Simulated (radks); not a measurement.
Results of a calculation; reference values are marked as such.
Problem. Species: the phosphorus anion P3-. Configuration: [Ar]. Level of theory: non-relativistic Kohn-Sham, PBE, spin-polarised, spherical densities, point nucleus; Watson sphere of charge +3 and radius 3.6 bohr (a radial shooting solver on a logarithmic mesh with Libxc functionals). Some entries of the table are withheld. Estimate them.

orbital  occ.  eigenvalue (Ry)  <1/r> (bohr^-1)
1s          2        -152.4280              (1)
2s          2        -12.44545            2.805
2p          6              (2)              (3)
3s          2              (4)           0.6581
3p          6         -0.36729              (5)

Solution. 
(1) 1s <1/r> (bohr^-1): 14.56
(2) 2p eigenvalue (Ry): -8.87525
(3) 2p <1/r> (bohr^-1): 2.704
(4) 3s eigenvalue (Ry): -0.88783
(5) 3p <1/r> (bohr^-1): 0.4697
